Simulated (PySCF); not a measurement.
Below is a simulated gas-phase Si 1s photoelectron spectrum of `CN(C)[SiH2][SiH3]`.

Every computed line was given a Gaussian of 0.8 eV full width at half maximum and an area set by the number of equivalent atoms; the highest printed point is 100. Level of theory: delta-SCF UKS SCAN, pcX-2 on the ionised atom, pcseg-1 elsewhere, spin-free X2C (PySCF 2.14.0).

binding energy (eV), intensity and a bar:
```
   1844.7          0 
   1844.8          1 
   1844.9          1 
   1845.0          3 #
   1845.1          6 ##
   1845.2         11 ###
   1845.3         18 #####
   1845.4         29 #########
   1845.5         41 ############
   1845.6         56 #################
   1845.7         70 #####################
   1845.8         83 #########################
   1845.9         93 ############################
   1846.0         98 ##############################
   1846.1        100 ##############################
   1846.2         97 #############################
   1846.3         90 ###########################
   1846.4         80 ########################
   1846.5         66 ####################
   1846.6         52 ###############
   1846.7         38 ###########
   1846.8         25 ########
   1846.9         16 #####
   1847.0          9 ###
   1847.1          5 #
   1847.2          2 #
   1847.3          1 
   1847.4          0 
   1847.5          0
```

Task: How many maxima does the curve show, and how many computed lines lie under it?

Result: The curve has 1 maximum (at 1846.1 eV). Under it lie 2 lines from 2 inequivalent silicon sites. At this width some lines have no maximum of their own.

Task: Decompose the envelope and assign each component. Numbering: `[CH3:1][N:2]([CH3:3])[SiH2:4][SiH3:5]`.

Result: 
```csv
position (eV),relative area,line,atoms,environment
1845.85,1,Si 1s,Si5,SiH3 silicon
1846.33,1,Si 1s,Si4,SiH2 silicon
```

Task: What are the centre and the root-mean-square width of the whole band?

Result: The area-weighted mean of the lines is 1846.09 eV. Their own spread about it is 0.24 eV (rms) and each Gaussian has σ = 0.8/2.355 = 0.34 eV; the variances add, which gives 0.42 eV.

Task: Above which line width would these two lines show one maximum?

Result: Two equal Gaussians merge once their distance is under 2σ = FWHM/1.177. With 0.48 eV between them that is a full width over 0.57 eV.

The listed Si 1s values span 0.48 eV, from Si5 (bonded to 3 H and Si) to Si4 (bonded to N, 2 H and Si). Summing the Pauling electronegativity differences to the bonded atoms, each weighted by its formal bond order, gives +0.90 for the lowest site and +1.74 for the highest.

Shake-up satellites, vibrational structure and lifetime widths aren't simulated. Geometry: PBE0-D3(BJ)/def2-SVP, one conformer, isolated molecule.

Hardware: an Arm Neoverse V1 with one thread, shared host. Cost: 45 s, 0.75 GiB resident at most.

Shape of the structure used: `[CH3:1][N:2]([CH3:3])[SiH2:4][SiH3:5]`: C1–N2–Si4–Si5 78°.
